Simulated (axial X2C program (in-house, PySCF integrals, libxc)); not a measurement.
**Curves of CSmO from open-shell CI on f(δφ)4 f(π)0**

Computed with an axial X2C code built on PySCF integrals: two-component X2C with atomic mean-field Coulomb and Gaunt terms, basis C dyall-v3z, Sm dyall-v3z, O dyall-v3z (cores contracted in-house). Orbitals come from Hartree–Fock averaged over the configuration Sm f(δφ)4 f(π)0; CI then distributes these electrons over the f(δφ), f(π) shells of Sm.

Scan along the C–Sm bond with SmO moving as one mass, its bond held at 1.720 Å; masses C 12.000 u, Sm 151.920 u, O 15.995 u. Energies in cm⁻¹ from the lowest point; levels are followed by energy order within each Ω. Lowest level at 2.090 Å: 100% f(δφ)4.

| R (Å) | (1)Ω=0 | (1)Ω=1 | (1)Ω=2 | (2)Ω=0 | (1)Ω=6 | (1)Ω=5 | (2)Ω=5 |
| --- | --- | --- | --- | --- | --- | --- | --- |
| 1.944 | 1327 | 2867 | 6125 | 13213 | 13286 | 13932 | 15927 |
| 2.017 | 346 | 1877 | 5089 | 12348 | 12578 | 13177 | 15240 |
| 2.090 | 0 | 1553 | 4764 | 12089 | 12415 | 12936 | 15123 |
| 2.174 | 139 | 1745 | 4994 | 12310 | 12699 | 13113 | 15489 |
| 2.257 | 627 | 2318 | 5643 | 12876 | 13285 | 13573 | 16186 |
| 2.351 | 1380 | 3193 | 6638 | 13735 | 14127 | 14269 | 17183 |
| 2.466 | 2358 | 4346 | 7970 | 14881 | 15199 | 15167 | 18466 |

Fit the curves (1)Ω=0, (1)Ω=1, (1)Ω=2, (2)Ω=0, (1)Ω=6, (1)Ω=5, (2)Ω=5 near their minima.

From the open-shell CI curves, Te from the lowest:

| level | Te (cm⁻¹) | Re (Å) | ωe (cm⁻¹) |
| --- | --- | --- | --- |
| (1)Ω=0 | 0 | 2.107 | 476.7 |
| (1)Ω=1 | 1559 | 2.100 | 499.8 |
| (1)Ω=2 | 4771 | 2.097 | 522.4 |
| (2)Ω=0 | 12100 | 2.093 | 485.4 |
| (1)Ω=6 | 12423 | 2.080 | 479.3 |
| (1)Ω=5 | 12947 | 2.096 | 448.7 |
| (2)Ω=5 | 15119 | 2.071 | 503.5 |

Without dynamic correlation distances can be off by several hundredths of an Å (long for ionic bonds, short for multiple bonds) and the wavenumbers are rough.

The 7 lowest curves are shown; the next is (3)Ω=0, from 16848 cm⁻¹.

Dynamic correlation is missing, so gaps between terms are too wide and other configurations may lie lower; the lowest level listed is that of this model, not necessarily the ground state. At most 6 roots were kept for each Ω > 0 (twice that for Ω = 0) within 3.5 eV of the lowest, so higher up levels can be missing between those listed; levels with Ω > 0 are doubly degenerate and listed once, Ω = 0 levels singly. Some active spinors are only partly of the character that their shell is named for, so the shell names and counts are nominal. States that fill the shells left empty in the average are placed too high. The molecule was held linear; bending was not examined.
